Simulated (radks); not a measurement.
The nuclear charge of the helium ion He+ is varied continuously with 1 electrons held in 1s1. Method: Dirac Kohn-Sham, PBE, spin-unpolarised, spherical densities, finite nucleus; Gaussian nuclear charge, rms radius 1.6755 fm; computed with a radial shooting solver on a logarithmic mesh with Libxc functionals. By the Hellmann-Feynman theorem dE/dZ = E(electron-nucleus)/Z, the electronic potential at the nucleus (averaged over a nucleus of fixed radius).

Z    E (hartree)  E(electron-nucleus)/Z (hartree)   HOMO  e(HOMO) (eV)  <r> HOMO (bohr)
1.6     -1.20508                         -1.54288  1s1/2       -22.823           0.9907
1.8     -1.53363                         -1.74265  1s1/2       -30.434           0.8754
2       -1.90215                         -1.94250  1s1/2       -39.130           0.7841
2.2     -2.31064                         -2.14242  1s1/2       -48.913           0.7100
2.4     -2.75912                         -2.34239  1s1/2       -59.783           0.6486
2.6     -3.24760                         -2.54239  1s1/2       -71.741           0.5971
2.8     -3.77608                         -2.74244  1s1/2       -84.787           0.5531
3       -4.34457                         -2.94251  1s1/2       -98.921           0.5151

The central difference of E at Z = 2 is -1.943 hartree, to compare with the third column; the second derivative is -0.999 hartree.
